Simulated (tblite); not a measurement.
Compound: C4H13B2NS.
Atom-mapped SMILES: `[CH3:1][BH:2][C@@H:3]([S:4][CH3:5])[B:6]([CH3:7])[NH2:8]` (hydrogens: H9, H10, H11 on C1; H12 on B2; H13 on C3; H14, H15, H16 on C5; H17, H18, H19 on C7; H20, H21 on N8)

Computed with GFN2-xTB (tblite), gas phase: L-BFGS steps from a force-field or distance-geometry start until the largest atomic force falls under 0.01 eV/Å.

The end geometry, which sets the zero of energy:
```
atom  x, y, z in Å
C1      0.4374    2.3263   -0.2304
B2      0.5023    0.9749    0.5736
C3      0.2417   -0.3952   -0.1256
S4      1.1442   -1.7945    0.6761
C5      2.8481   -1.2027    0.4584
B6     -1.3505   -0.6428   -0.0546
C7     -2.2826   -0.1331   -1.2329
N8     -1.8843   -1.2903    1.0400
H9      1.3510    2.9045   -0.0923
H10    -0.3664    2.9503    0.1605
H11     0.2772    2.2111   -1.2996
H12     0.7100    1.0077    1.7287
H13     0.5438   -0.4185   -1.1751
H14     3.5044   -1.9593    0.8764
H15     2.9763   -0.2600    0.9829
H16     3.0552   -1.0780   -0.6016
H17    -2.0267    0.8753   -1.5483
H18    -2.1734   -0.7690   -2.1101
H19    -3.3367   -0.1391   -0.9640
H20    -1.3170   -1.6533    1.7886
H21    -2.8630   -1.4974    1.1489
```

Question: These geometries come from the run, each turned onto the end geometry. Order them by energy, lowest first.
A.
```
atom  x, y, z in Å
C1      0.4067    2.3611   -0.1921
B2      0.5047    1.0046    0.6018
C3      0.2492   -0.3517   -0.1211
S4      1.1244   -1.7948    0.6377
C5      2.8490   -1.2540    0.4466
B6     -1.3453   -0.6127   -0.0591
C7     -2.2681   -0.2038   -1.2815
N8     -1.8770   -1.2103    1.0641
H9      1.3353    2.9268   -0.1211
H10    -0.3559    2.9979    0.2558
H11     0.1692    2.2516   -1.2481
H12     0.7202    1.0226    1.7551
H13     0.5593   -0.3433   -1.1682
H14     3.4833   -2.0951    0.7106
H15     3.0459   -0.4130    1.1054
H16     3.0254   -0.9707   -0.5876
H17    -2.0096    0.7706   -1.6883
H18    -2.1447   -0.9218   -2.0917
H19    -3.3268   -0.1887   -1.0295
H20    -1.3044   -1.5176    1.8327
H21    -2.8498   -1.4407    1.1780
```
B.
```
atom  x, y, z in Å
C1      0.5869    2.3638    0.0163
B2      0.4792    0.9383    0.6718
C3      0.1895   -0.3105   -0.2157
S4      1.1059   -1.8099    0.3624
C5      2.7984   -1.1361    0.3543
B6     -1.3922   -0.6102   -0.1110
C7     -2.3156   -0.5196   -1.3957
N8     -1.9322   -0.9458    1.1141
H9      1.6423    2.6057   -0.1138
H10     0.1738    3.1551    0.6370
H11     0.1257    2.4224   -0.9668
H12     0.6119    0.8111    1.8328
H13     0.4639   -0.1879   -1.2658
H14     3.4727   -1.9583    0.5735
H15     2.8807   -0.3662    1.1165
H16     3.0199   -0.7261   -0.6281
H17    -2.2062    0.4298   -1.9155
H18    -2.0489   -1.2931   -2.1121
H19    -3.3690   -0.6475   -1.1599
H20    -1.3896   -1.0395    1.9560
H21    -2.9062   -1.1586    1.2492
```
C.
```
atom  x, y, z in Å
C1      0.8434    2.4423    0.1667
B2      0.3944    1.0971    0.8467
C3      0.0454   -0.1445   -0.0413
S4      1.0177   -1.5984    0.5902
C5      2.6853   -1.0465    0.1207
B6     -1.4936   -0.6248   -0.0526
C7     -2.2310   -0.7617   -1.4492
N8     -2.1189   -0.9945    1.1210
H9      1.8543    2.3210   -0.2249
H10     0.8650    3.2977    0.8357
H11     0.2277    2.6978   -0.6919
H12     0.4001    0.9935    2.0156
H13     0.3780   -0.0334   -1.0774
H14     3.3727   -1.8255    0.4340
H15     2.9203   -0.1118    0.6219
H16     2.7367   -0.9216   -0.9587
H17    -2.2131    0.1631   -2.0230
H18    -1.7103   -1.5087   -2.0473
H19    -3.2680   -1.0771   -1.3618
H20    -1.6599   -0.9866    2.0161
H21    -3.0554   -1.3603    1.1592
```
D.
```
atom  x, y, z in Å
C1      0.8503    2.4160    0.1683
B2      0.3353    1.1039    0.8652
C3      0.1292   -0.2015    0.0182
S4      1.1546   -1.5572    0.7575
C5      2.7619   -1.0709    0.0488
B6     -1.3887   -0.6636    0.0217
C7     -2.1669   -0.7334   -1.3531
N8     -2.0695   -0.9908    1.2701
H9      1.8336    2.2772   -0.2786
H10     0.9209    3.2654    0.8415
H11     0.2070    2.7068   -0.6611
H12     0.0794    1.0975    2.0054
H13     0.4961   -0.1230   -1.0063
H14     3.5084   -1.7848    0.3898
H15     3.0213   -0.0721    0.3915
H16     2.6938   -1.1013   -1.0378
H17    -2.1504    0.2275   -1.8589
H18    -1.7014   -1.4388   -2.0351
H19    -3.2061   -1.0284   -1.2332
H20    -2.8649   -0.3814    1.4281
H21    -2.4528   -1.9300    1.2575
```
E.
```
atom  x, y, z in Å
C1      0.4173    2.3746   -0.1501
B2      0.5180    0.9783    0.5713
C3      0.2496   -0.3469   -0.2027
S4      1.1063   -1.8222    0.5067
C5      2.8298   -1.2471    0.4721
B6     -1.3417   -0.6026   -0.0906
C7     -2.2933   -0.2810   -1.3145
N8     -1.8447   -1.1144    1.0876
H9      1.3760    2.8927   -0.0974
H10    -0.2974    3.0204    0.3602
H11     0.1284    2.3254   -1.1974
H12     0.7659    0.9398    1.7175
H13     0.5342   -0.3201   -1.2574
H14     3.4487   -2.1166    0.6721
H15     2.9816   -0.4859    1.2321
H16     3.0576   -0.8427   -0.5098
H17    -2.0671    0.6835   -1.7618
H18    -2.1622   -1.0264   -2.0987
H19    -3.3450   -0.2833   -1.0386
H20    -1.2549   -1.3843    1.8576
H21    -2.8161   -1.3239    1.2413
```

Answer: A (0.008 eV), E (0.015 eV), B (0.035 eV), C (0.091 eV), D (1.147 eV).

In the order of the answer:

| step | E above end (eV) | largest force (eV/Å) | rms force component (eV/Å) | rms distance from end (Å) | rms bond change (Å) | bond most changed (Å) |
| --- | --- | --- | --- | --- | --- | --- |
| 146 | 0.008 | 0.05 | 0.016 | 0.110 | 0.001 | C3–B6 +0.004 |
| 131 | 0.015 | 0.05 | 0.018 | 0.193 | 0.001 | B6–C7 -0.003 |
| 98 | 0.035 | 0.04 | 0.018 | 0.398 | 0.002 | S4–C5 +0.005 |
| 50 | 0.091 | 0.07 | 0.024 | 0.653 | 0.003 | C3–S4 +0.011 |
| 6 | 1.147 | 0.16 | 0.057 | 0.789 | 0.019 | B6–N8 +0.080 |

What follows is the cost of the whole relaxation. Hardware: one thread of an Arm Neoverse V2, no GPU, shared host. Cost: 1.3 s wall.
